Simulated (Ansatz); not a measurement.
Cost and result for the atomization energy of `N[SiH2][AlH][TeH]` (10 atoms, 9 bonds).

Z-matrix (Å, degrees):
```
Si
Al 1 2.469
N 1 1.736 2 116.6
H 1 1.491 2 109.3 3 -121.3
H 1 1.493 2 108.8 3 121.1
Te 2 2.535 1 117.6 3 135.6
H 2 1.590 1 125.8 3 -42.8
H 3 1.008 1 118.6 2 66.8
H 3 1.008 1 118.4 2 -70.7
H 6 1.658 2 92.4 1 179.6
```

Total charge 0; spin multiplicity 1. Correlated methods include outer-core shells of Te, which these sets cover unevenly. Te takes the def2 core potential. The structure was optimised at the PBE0-D4/def2-TZVP level. It is one conformer, not always the lowest. Program: Ansatz. All runs use 4 threads of an Arm Neoverse V2 on a shared host. Times are those of one run each, without the atoms' runs, and a repeat can differ threefold. Electronic energies, without spin–orbit coupling; frozen cores. CCSD(T)/CBS adds CCSD(T) − MP2 in def2-TZVPP to the MP2 limit, and its time is that of the two runs behind it. T1 = 0.012. With those shells the extrapolation isn't a true limit. B3LYP takes the VWN-RPA correlation (the form of Gaussian; ORCA's B3LYP/G).

CCSD(T)/CBS is a level of theory with its own doubt, some kJ/mol a heavy atom from the limit and from the frozen cores, so smaller differences don't rank the functionals.

| level | functions | wall time |
| --- | --- | --- |
| PBE-D4/def2-TZVPP (with forces) | 249 | 2.1 s |
| PBE0-D4/def2-TZVPP | 249 | 2.6 s |
| r2SCAN-D4/def2-TZVPP (with forces) | 249 | 3.8 s |
| B3LYP-D4/def2-TZVPP (with forces) | 249 | 4 s |
| B2PLYP/def2-TZVPP | 249 | 4.6 s |
| ωB97X-V/def2-TZVPP | 249 | 6.5 s |
| ωB97M-V/def2-TZVPP (with forces) | 249 | 9.5 s |
| MP2/def2-QZVPP | 459 | 16 s |
| CCSD(T)/def2-TZVPP | 249 | 2.1 min |
| CCSD(T)/CBS(def2) | – | 2.4 min |

Problem. What atomization energy does each give, and how far from CCSD(T)/CBS? (Best estimate.)

Solution. Computed: 
| level | atomization (kJ/mol) | difference from CCSD(T)/CBS | per bond |
| --- | --- | --- | --- |
| PBE-D4/def2-TZVPP (with forces) | 2840.1 | -13.4 | -1.5 |
| PBE0-D4/def2-TZVPP | 2805.9 | -47.6 | -5.3 |
| r2SCAN-D4/def2-TZVPP (with forces) | 2825.3 | -28.2 | -3.1 |
| B3LYP-D4/def2-TZVPP (with forces) | 2832.9 | -20.6 | -2.3 |
| B2PLYP/def2-TZVPP | 2785.5 | -68.0 | -7.6 |
| ωB97X-V/def2-TZVPP | 2857.3 | 3.8 | 0.4 |
| ωB97M-V/def2-TZVPP (with forces) | 2824.9 | -28.6 | -3.2 |
| MP2/def2-QZVPP | 2805.9 | -47.6 | -5.3 |
| CCSD(T)/def2-TZVPP | 2750.8 | -102.7 | -11.4 |
| CCSD(T)/CBS(def2) | 2853.5 | 0.0 | 0.0 |

From PBE to PBE0 (25 % exact exchange), in def2-TZVPP and without D4, the atomization energy moves by −31.2 kJ/mol: exact exchange takes away binding that semilocal exchange gives to molecules. In def2-TZVPP, CCSD(T) changes the Hartree–Fock value by +756.6 kJ/mol (the triples alone add +41.1 kJ/mol) and MP2 by +750.8 kJ/mol; breaking electron pairs costs correlation energy, which Hartree–Fock lacks. The D4 term adds +36.3 kJ/mol with B3LYP and +19.3 kJ/mol with PBE0; it sums over pairs of atoms, weighted by their polarisabilities, and B3LYP, whose exchange is more repulsive, gets the larger term.

Spin–orbit coupling would lower the free Te atoms strongly, and the atomization energy with them, by more than many differences here.
